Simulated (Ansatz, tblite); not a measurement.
Removing and adding an electron: `CN(C)c1ccc(-c2ccc(-c3ccc(-c4ccc(C#N)s4)s3)s2)s1`. Charge 0, multiplicity 1. Geometry: PBE-D4/def2-SVP. Ansatz, gas phase; energy differences of separate SCF runs; the oxidised species was run as a doublet alone; the reduced species was run as a doublet alone.

Cartesian coordinates in Å:
```
C -1.4161 -0.7164 -7.1430
N -0.2627 0.0012 -6.6388
C 0.8693 0.2403 -7.5122
C -0.0570 0.0876 -5.2848
C 1.0834 0.5237 -4.5993
C 0.9086 0.5180 -3.1933
C -0.3384 0.0665 -2.7675
C -0.8642 -0.0811 -1.4392
C -2.1602 -0.4163 -1.0286
C -2.3147 -0.4702 0.3742
C -1.1443 -0.1750 1.0788
C -0.9451 -0.1286 2.5025
C -1.9023 -0.2342 3.5198
C -1.3544 -0.1508 4.8172
C 0.0323 0.0241 4.8327
C 0.9246 0.1545 5.9547
C 2.3144 0.3323 5.9568
C 2.8703 0.4206 7.2513
C 1.9144 0.3121 8.2637
C 2.1071 0.3569 9.6625
N 2.2620 0.3938 10.8292
S 0.3085 0.0968 7.5909
S 0.6529 0.0710 3.1924
S 0.1658 0.1659 -0.0410
S -1.3299 -0.3713 -4.1611
H -2.3383 -0.3674 -6.6299
H -1.5363 -0.5112 -8.2234
H -1.3430 -1.8213 -6.9969
H 0.5233 0.2567 -8.5624
H 1.3296 1.2256 -7.2890
H 1.6633 -0.5379 -7.4128
H 2.0079 0.8376 -5.0976
H 1.6861 0.8407 -2.4856
H -2.9730 -0.6094 -1.7428
H -3.2591 -0.7238 0.8745
H -2.9738 -0.3572 3.3149
H -1.9524 -0.2082 5.7379
H 2.9033 0.3948 5.0312
H 3.9383 0.5596 7.4642
```

The xTB rows come from tblite. Single mean-field runs in def2-TZVP are fitted with def2-universal-jkfit.

| level | −HOMO (eV) | vertical IE (eV) | −LUMO (eV) | vertical EA (eV) | HOMO–LUMO gap (eV) | IE − EA (eV) | remarks |
| --- | --- | --- | --- | --- | --- | --- | --- |
| GFN1-xTB | 10.00 | 11.70 | 8.65 | 6.93 | 1.35 | 4.76 | – |
| GFN2-xTB | 9.41 | 11.09 | 8.14 | 6.49 | 1.27 | 4.60 | – |
| PBE-D4/def2-TZVP | 4.39 | 6.00 | 2.97 | 1.46 | 1.42 | 4.54 | HOMO above zero (-1 doublet) |
| r2SCANh-D4/def2-TZVP | 4.76 | 6.09 | 2.76 | 1.46 | 2.00 | 4.64 | – |
| PBE0-D4/def2-TZVP | 5.10 | 6.19 | 2.45 | 1.43 | 2.65 | 4.75 | – |

Relaxing the reduced species (PBE-D4/def2-SVP) changes its energy by -0.07 eV at PBE-D4/def2-TZVP, so the adiabatic electron affinity to this nearest minimum is 1.53 eV. At PBE0-D4/def2-TZVP that geometry lies 0.01 eV above the vertical one, so it gives no adiabatic value.     A HOMO above zero means that the electron is unbound at that level or that self-interaction error raises the level; the energy of removing that electron tells which. Raw xTB energy differences between charge states are shifted by several eV; the methods need an empirical correction for them. Sets without diffuse functions give affinities that are too small.
